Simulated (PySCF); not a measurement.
This script is equivalent to a calculation on B³⁺ (boron, charge +3).

```python
from pyscf import gto, scf, dft, mp, cc
import basis_set_exchange as bse
mol = gto.M(atom="B 0 0 0", charge=3, spin=0, symmetry="D2h",
            basis=gto.basis.parse(bse.get_basis("def2-QZVPPD", elements=["B"], fmt="nwchem")))
mf = dft.UKS(mol, xc="LDA,VWN")
mf.irrep_nelec = {'Ag': (1, 1)}
mf.kernel()
```

Question: What total energy does it give?

Answer: -21.743 hartree (calculated).

Question: Which occupied shell lies highest, and where?

Answer: 1s, at -229.14 eV.
